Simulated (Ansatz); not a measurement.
Job for Ansatz (a quantum-chemistry and plane-wave program): R-BLYP/def2-TZVPP on CH4 (SMILES C).

Ansatz 0.2 input:
```yaml
crystal:
  periodic: [false, false, false]
  atoms:
    - {symbol: C, position_ang: [0.00000000, -0.00000000, -0.00000000]}
    - {symbol: H, position_ang: [0.63465846, 0.63465846, 0.63465846]}
    - {symbol: H, position_ang: [-0.63465846, -0.63465846, 0.63465846]}
    - {symbol: H, position_ang: [0.63465846, -0.63465846, -0.63465846]}
    - {symbol: H, position_ang: [-0.63465846, 0.63465846, -0.63465846]}
basis:
  gaussian:
    orbitals: def2-TZVPP
hamiltonian:
  xc: {name: BLYP}
scf: {lower_state_search: off}
```

Program output:

```
WARN ansatz: RAYON_NUM_THREADS=4 ignored (pool sized by the plan → 4); use --threads N
Functional definition: BLYP
these checks for a lower state are left out or cut short: stability, starts, cluster_reference, orbital_swaps, neighbouring_geometries, increment
integrals: 0.01 GiB planned
416 factors; their error is unknown
mean field: 0.16 GiB planned
mean field evaluation 1: about -1094.0510 eV, gradient 6.0e1 eV
mean field evaluation 2: about -1084.1852 eV, gradient 7.8e1 eV
mean field evaluation 4: about -1102.1185 eV, gradient 3.1e-1 eV
mean field evaluation 8: about -1102.1051 eV, gradient 2.0e-3 eV
mean field -1102.10507677 eV, -40.5016145377 hartree, gradient 7.2e-6 eV, S^2 0.000000; 0 other end points of the search recorded, 0 dependent functions left out
reference -1102.10533066 eV, -40.5016238678 hartree; 5, 5 occupied and 82, 82 virtual orbitals, 416 factors
Total energy: -1102.10533066 eV, -40.5016238678 hartree
Checks for a lower state left out: stability, starts, cluster_reference, orbital_swaps, neighbouring_geometries, increment
```

The run converged.

Cost: very roughly 0.5 core-seconds.
